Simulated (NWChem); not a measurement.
System: MgSiH$_{4}$; SMILES [MgH][SiH3]

Excerpt of the output:

```
             Northwest Computational Chemistry Package (NWChem) 7.3.0
             --------------------------------------------------------

                             Geometry "geometry" -> ""
                             -------------------------

 Output coordinates in angstroms (scale by  1.889725989 to convert to a.u.)

  No.       Tag          Charge          X              Y              Z
 ---- ---------------- ---------- -------------- -------------- --------------
    1 Mg                  12.0000    -0.18326400    -1.45359400    -0.00239200
    2 H                    1.0000    -0.24130400    -3.16755700    -0.00336800
    3 Si                  14.0000    -0.09867000     1.13740800    -0.00096300
    4 H                    1.0000     1.28710100     1.68518200     0.26620900
    5 H                    1.0000    -0.99277100     1.76148700     1.04911700
    6 H                    1.0000    -0.53067500     1.74669800    -1.31769900

 Effective nuclear repulsion energy (a.u.)      60.8460873269

                                 NWChem DFT Module
                                 -----------------

 Summary of "ao basis" -> "ao basis" (spherical)
 ------------------------------------------------------------------------------
       Tag                 Description            Shells   Functions and Types
 ---------------- ------------------------------  ------  ---------------------
 Mg                         6-311g**                12       26   6s5p1d
 H                          6-311g**                 4        6   3s1p
 Si                         6-311g**                12       26   6s5p1d

            General Information
            -------------------
          SCF calculation type: DFT
          Wavefunction type:  closed shell.
          No. of atoms     :     6
          No. of electrons :    30
           Alpha electrons :    15
            Beta electrons :    15
          Charge           :     0
          Spin multiplicity:     1
          Use of symmetry is: off; symmetry adaption is: off
          Maximum number of iterations: 150
          AO basis - number of functions:    76
                     number of shells:    40
          Convergence on energy requested:  1.00D-06
          Convergence on density requested:  1.00D-05
          Convergence on gradient requested:  5.00D-04

[...]

                                NWChem TDDFT Module
                                -------------------

            General Information
            -------------------
           No. of orbitals :     152
            Alpha orbitals :      76
             Beta orbitals :      76
        Alpha frozen cores :       0
         Beta frozen cores :       0
     Alpha frozen virtuals :       0
      Beta frozen virtuals :       0
         Spin multiplicity :       1
    Number of AO functions :      76
        Use of symmetry is : off
      Symmetry adaption is : off
         Schwarz screening :  0.10D-07

              XC Information
              --------------
                 BHLYP Method XC Functional
              Hartree-Fock (Exact) Exchange   0.50
                 Slater Exchange Functional   0.50 local
             Becke 1988 Exchange Functional   0.50 non-local
       Lee-Yang-Parr Correlation Functional   1.00

             TDDFT Information
             -----------------
          Calculation type : Tamm-Dancoff TDDFT
         Wavefunction type : Restricted singlets
          No. of electrons :      30
           Alpha electrons :      15
            Beta electrons :      15
              No. of roots :       6
          Max subspacesize :    5200
            Max iterations :     100
               Target root :       1
           Target symmetry : none
             Energy Cutoff :-0.63D+02
      Symmetry restriction : off
                 Algorithm : Optimal
        Davidson threshold :  0.10D-03

    6 smallest eigenvalue differences (eV)
--------------------------------------------------------
  No. Spin  Occ  Vir  Irrep   E(Occ)    E(Vir)   E(Diff)
--------------------------------------------------------
    1    1    1   16 a       -67.105    -0.017  1825.561
    2    1    1   17 a       -67.105    -0.017  1825.561
    3    1    1   18 a       -67.105     0.002  1826.084
    4    1    1   19 a       -67.105     0.072  1827.988
    5    1    1   20 a       -67.105     0.078  1828.153
    6    1    1   21 a       -67.105     0.078  1828.153
--------------------------------------------------------

  Entering Davidson iterations
  Restricted singlet excited states

  Iter   NTrls   NConv    DeltaV     DeltaE      Time
  ----  ------  ------  ---------  ---------  ---------
    1      6       0     0.10E+00   0.10+100        6.6
    2     12       0     0.53E-01   0.63E-01        4.4
    3     18       0     0.18E-01   0.43E-02        4.5
    4     24       0     0.15E-01   0.51E-03        4.5
    5     30       2     0.47E-02   0.47E-04        4.6
    6     34       5     0.21E-03   0.12E-05        4.2
    7     35       6     0.12E-04   0.82E-08        3.2
  ----  ------  ------  ---------  ---------  ---------
  Convergence criterion met

  Ground state a        -491.945000982888 a.u.

  ----------------------------------------------------------------------------
  Root   1 singlet a             66.973610352 a.u.             1822.4454 eV
  ----------------------------------------------------------------------------
     Transition Moments    X  0.00036   Y  0.00561   Z -0.00002
     Dipole Oscillator Strength                    0.0014103921
     Electric Quadrupole                           0.0003203684
     Magnetic Dipole                               0.0000087711
     Total Oscillator Strength                     0.0017395316

[...]
```

Level: BHandHLYP/6-311G** (spherical d), restricted-window TDA. Geometry: optimised at PBE-D3(BJ)/def2-SVP. The quadrupole and magnetic terms of the printed total strengths depend on the origin.

**Question.** Which NWChem input produces such a log?

**Answer.** Several could match; the one computed here: the input that was run:
```
start job
memory heap 200 mb stack 900 mb global 1100 mb
geometry units angstroms noautosym nocenter noautoz
  Mg    -0.183264    -1.453594    -0.002392
  H     -0.241304    -3.167557    -0.003368
  Si    -0.098670     1.137408    -0.000963
  H      1.287101     1.685182     0.266209
  H     -0.992771     1.761487     1.049117
  H     -0.530675     1.746698    -1.317699
end
basis spherical
  Mg library 6-311g**
  H library 6-311g**
  Si library 6-311g**
end
dft
  xc bhlyp
  iterations 150
end
tddft
  cis
  ecut -63.0
  nroots 6
  notriplet
end
task tddft energy
```
